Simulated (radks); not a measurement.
Values are calculated unless marked as measured or tabulated.
These are the eigenvalues of the occupied orbitals of an atom or ion with whole-number occupations (eV). Code: a radial shooting solver on a logarithmic mesh with Libxc functionals. Model: Dirac Kohn-Sham, BP86, spin-unpolarised, spherical densities, finite nucleus; Fermi nuclear charge, rms radius of each element as measured or else 0.836 A^(1/3) + 0.57 fm.

1s1/2: -48333.64
2s1/2: -7944.022
2p1/2: -7538.010
2p3/2: -6889.718
3s1/2: -1758.215
3p1/2: -1582.670
3p3/2: -1450.534
3d3/2: -1146.435
3d5/2: -1117.687
4s1/2: -359.5670
4p1/2: -291.7505
4p3/2: -262.6102
4d3/2: -150.9427
4d5/2: -145.7193
5s1/2: -58.1771
5p1/2: -39.9920
5p3/2: -36.1599
4f5/2: -16.3834
4f7/2: -15.7659

Which element is it, and in what charge state? The configuration may be excited. Open shells, if any, fill j = l - 1/2 first.

Answer. Z = 63, europium, charge +2: Eu2+ in [Xe] 4f7. The list shows which subshells hold electrons but not how many an open one holds; the 1s level, -1776.2 hartree, gives Z - s = 59.6 by -(Z - s)^2/2, which with screening and relativity narrows Z to a few neighbours, and the depths of the outer levels then fix element, charge and occupations together.
